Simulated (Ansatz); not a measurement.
Coupled-cluster diagnostics for Li6Al2, Ansatz.

Geometry of the singlet (PBE-D4/def2-SVP):

```xyz
8

Al    0.979    0.245    1.042
Al   -1.130   -0.893   -0.154
Li    2.663    2.177    0.215
Li   -1.220   -0.274    2.409
Li   -2.251   -0.477   -2.564
Li    1.029   -0.178   -1.646
Li    0.578   -2.358    1.226
Li   -0.648    1.758   -0.528
```

Correlated methods freeze 10 core orbitals; core or outer-core shells of Li are correlated, in sets that lack core-valence functions. The structure comes from a short search, and lower isomers may exist.

(1) Estimate the CCSD(T) correlation energy, the shares of MP2 and (T), T1 and the reference's ⟨S²⟩ for: charge 0, singlet, own geometry in def2-TZVPP; and the rough time on 4 threads of Intel Xeon 6975P-C on a shared host.

Answers

(1) 
| state | basis | correlation (eV) | MP2 share (%) | (T) share (%) | T1 | ⟨S²⟩ (pure) | wall time | remarks |
| --- | --- | --- | --- | --- | --- | --- | --- | --- |
| charge 0, singlet, own geometry | def2-TZVPP | -14.359 | 86.9 | 6.1 | 0.016 | 0.00 (0.00) | 18 s | restricted SCF unstable |
Customary marks for T1 are 0.02 (closed shells), 0.045 (open shells) and about 0.05 (3d metals). T1 stays under 0.02 throughout.
